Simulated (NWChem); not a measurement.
System: Rb, doublet

Here is an NWChem input.

```
start job
memory heap 200 mb stack 900 mb global 1100 mb
geometry units angstroms noautoz
  Rb     0.000000     0.000000     0.000000
end
basis spherical
  Rb library def2-svp
end
ecp
  Rb library def2-ecp
end
dft
  odft
  mult 2
  xc hcth407
  iterations 150
  mulliken
end
task dft energy
```

No stability test was run on the SCF state. def2 effective core potentials on Rb; no spin-orbit coupling.

**Question.** Predict the main results of this run. (HCTH/407/def2-SVP with def2 effective core potentials on Rb, spin-unrestricted.) Quantities: energy (Ha); highest occupied level (eV); lowest empty minus highest occupied level, either spin (eV); <S²>.

**Answer.** 
```json
{
  "energy (Ha)": "-24.20",
  "highest occupied level (eV)": "-2.34",
  "lowest empty minus highest occupied level, either spin (eV)": "1.49",
  "<S²>": "0.751"
}
```
